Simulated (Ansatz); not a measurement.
Ligand exchange: C3H5Br + SiH3Br → C3H6 + SiH2Br2

Species: C3H5Br (allyl bromide) `C=CCBr`, singlet; SiH3Br `[SiH3]Br`, singlet; C3H6 (propene) `C=CC`, singlet; SiH2Br2 (dibromosilane) `Br[SiH2]Br`, singlet. The partners trade Br for H: C–Br and Si–H bonds give way to C–H and Si–Br.

Shapes, held fixed at every level: PBE0-D4/def2-TZVP. Flexible molecules stand in one conformer, not always the lowest. Programs: Ansatz 0.2.0. The zero-point and thermal change to 298 K, harmonic and unscaled (PBE0-D4/def2-TZVP), is +6.6 kJ/mol.

```csv
level,kind,ΔH(298 K) (kJ/mol),less CCSD(T)/def2-TZVPP
HF/def2-SVP,Hartree–Fock,-139.7,-7.9
HF/def2-TZVPP,Hartree–Fock,-138.4,-6.6
PBE0-D4/def2-TZVPP,global hybrid,-139.1,-7.3
r2SCAN0-D4/def2-TZVPP,global hybrid,-143.0,-11.2
B2PLYP/def2-TZVPP,double hybrid,-134.8,-3.0
CCSD(T)/def2-SVP,coupled cluster or CI,-133.4,-1.6
CCSD/def2-SVP,coupled cluster or CI,-135.3,-3.5
CCSD(T)/def2-TZVPP,coupled cluster or CI,-131.8,0.0
```

The highest level, CCSD(T)/def2-TZVPP, gives ΔH(298 K) = -131.8 kJ/mol; the levels span -143.0 to -131.8. The column of differences is taken from that level and isn't an error. No measured value is set beside it here. Relativity is left out for Br. Outer-core shells of Br are correlated in most correlated rows, in sets that cover them unevenly.
